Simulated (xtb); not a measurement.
H$_{5}$BN, charge +1, singlet, geometry from GFN2-xTB; GFN0-xTB run with xtb 6.7.1.

xtb was given this input:
```
$ xtb mol.xyz --gfn 0 --chrg 1 --json

# file mol.xyz
7

B      0.88263881     0.09284034    -0.00737737
N     -0.61601020    -0.06784319    -0.00947475
H      1.53748945    -0.85254254     0.17141440
H      1.32021174     1.16097305    -0.15667069
H     -0.93054469     0.07651970     0.96132550
H     -0.92796378    -1.00605227    -0.28786176
H     -1.10031533     0.63180265    -0.58499732
```

What the program printed (banner, timings and long lists left out):

```
   ID    Z sym.   atoms
    1    5 B      1
    2    7 N      2
    3    1 H      3-7

           -------------------------------------------------
          |                Calculation Setup                |
           -------------------------------------------------

           -------------------------------------------------
          |                 G F N 0 - x T B                 |
           -------------------------------------------------

          ...................................................
          :                      SETUP                      :
          :.................................................:
          :  # basis functions                  18          :
          :  # atomic orbitals                  18          :
          :  # shells                           14          :
          :  # electrons                        12          :
          :  electronic temp.          300.0000000     K    :
          :  accuracy                    1.0000000          :
          :  -> integral cutoff          0.2500000E+02      :
          :  -> integral neglect         0.1000000E-07      :
          ...................................................

         :::::::::::::::::::::::::::::::::::::::::::::::::::::
         ::                     SUMMARY                     ::
         :::::::::::::::::::::::::::::::::::::::::::::::::::::
         :: total energy              -5.321187685846 Eh    ::
         :: gradient norm              0.022861435949 Eh/a0 ::
         :: HOMO-LUMO gap              6.288436084068 eV    ::
         ::.................................................::
         :: H0 energy                 -6.749557615197 Eh    ::
         :: repulsion energy           0.095210544893 Eh    ::
         :: electrostat energy         1.344877003530 Eh    ::
         :: -> Gsolv                   0.000000000000 Eh    ::
         ::    -> Gsasa                0.000000000000 Eh    ::
         ::    -> Gshift               0.000000000000 Eh    ::
         :: dispersion energy         -0.000527267314 Eh    ::
         :: short-range corr.         -0.011190351758 Eh    ::
         :: add. restraining           0.000000000000 Eh    ::
         :: total charge               1.000000000000 e     ::
         :::::::::::::::::::::::::::::::::::::::::::::::::::::

           -------------------------------------------------
          |                Property Printout                |
           -------------------------------------------------

    * Orbital Energies and Occupations

         #    Occupation            Energy/Eh            Energy/eV
      -------------------------------------------------------------
         1        2.0000           -0.7042836             -19.1645
         2        2.0000           -0.5668881             -15.4258
         3        2.0000           -0.5618738             -15.2894
         4        2.0000           -0.5514894             -15.0068
         5        2.0000           -0.5040180             -13.7150
         6        2.0000           -0.4862259             -13.2309 (HOMO)
         7                         -0.2551301              -6.9424 (LUMO)
         8                         -0.2060460              -5.6068
         9                         -0.1149972              -3.1292
        10                         -0.1044319              -2.8417
        11                         -0.0922795              -2.5111
        12                         -0.0775427              -2.1100
        13                          0.0381053               1.0369
        14                          0.1508370               4.1045
        15                          0.1599320               4.3520
        16                          0.2171371               5.9086
        17                          0.3352915               9.1237
        18                          0.4213638              11.4659
      -------------------------------------------------------------
                  HL-Gap            0.2310958 Eh            6.2884 eV
             Fermi-level            0.0000000 Eh            0.0000 eV

     #   Z          covCN         q      C6AA      α(0)
     1   5 B        2.718     0.033    35.758     9.767
     2   7 N        3.413    -1.103    56.048    11.210
     3   1 H        0.941     0.300     0.708     1.316
     4   1 H        0.941     0.299     0.709     1.317
     5   1 H        0.859     0.483     0.354     0.932
     6   1 H        0.859     0.494     0.341     0.914
     7   1 H        0.859     0.494     0.341     0.915

 Mol. C6AA /au·bohr⁶  :        285.030067
 Mol. C8AA /au·bohr⁸  :       7180.663794
 Mol. α(0) /au        :         26.370114

Wiberg/Mayer (AO) data.
largest (>0.10) Wiberg bond orders for each atom

 ---------------------------------------------------------------------------
     #   Z sym  total        # sym  WBO       # sym  WBO       # sym  WBO
 ---------------------------------------------------------------------------
     1   5 B    2.693 --     3 H    0.908     4 H    0.908     2 N    0.848
     2   7 N    3.719 --     6 H    0.964     7 H    0.964     5 H    0.948
                             1 B    0.848
     3   1 H    0.904 --     1 B    0.908
     4   1 H    0.904 --     1 B    0.908
     5   1 H    0.965 --     2 N    0.948
     6   1 H    0.972 --     2 N    0.964
     7   1 H    0.972 --     2 N    0.964
 ---------------------------------------------------------------------------

Topologies differ in total number of bonds
Writing topology from bond orders to xtbtopo.mol

 dipole moment from electron density (au)
     X       Y       Z
  -1.2223  -0.1204   0.0481  total (Debye):    3.124

           -------------------------------------------------
          | TOTAL ENERGY               -5.321187685846 Eh   |
          | GRADIENT NORM               0.022861435949 Eh/α |
          | HOMO-LUMO GAP               6.288436084068 eV   |
           -------------------------------------------------

normal termination of xtb
```
